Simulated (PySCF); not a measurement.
# Spin states of KBr

Unrestricted PBE0; K def2-TZVPP, Br def2-TZVPP; no relativity (PySCF 2.14). Outer shells of the fragments: K 4s1; Br 3d10 4s2 4p5.

Followed along the bond (rough minima from three points):

| 2Ms+1 | unpaired | ⟨S²⟩ at the start | R at minimum (Å) | Te (eV) |
| --- | --- | --- | --- | --- |
| 1 | none | 0.00 | 2.86 | 0.00 |
| 3 | σ ↑, π ↑ | 2.00 | none in the scan | ≤ 3.97 |

Solutions found at the starting distance of 3.060 Å, counted from the lowest of them; the search is not exhaustive and high or unbound solutions are not listed, so other states can lie among these:

```
2Ms+1  unpaired   term  E (eV)  ⟨S²⟩  ⟨Lz²⟩   μ (D)
    1      none    ¹Σ⁺    0.00  0.00   0.00  -11.61
    3  σ ↑, π ↑     ³Π    4.00  2.00   1.01    2.42
    1  σ ↑, π ↓  mixed    4.01  1.00   1.01    2.60
    3      σ ↑↑    ³Σ⁺    4.20  2.00   0.00    2.45
    3      π ↑↑  mixed    5.39  2.00   2.01    0.64
    3      π ↑↑  mixed    5.47  2.00   2.01    1.21
    3  σ ↑, π ↑     ³Π    5.67  2.00   1.00    1.01
```

A term symbol is given only where ⟨S²⟩ and ⟨Lz²⟩ are close to those of a pure state; real π, δ and φ orbitals otherwise mix terms. A positive dipole means K(−)Br(+).

Counting both spins, an empty level lies below a filled one in some of these solutions, because spin and occupation are held.
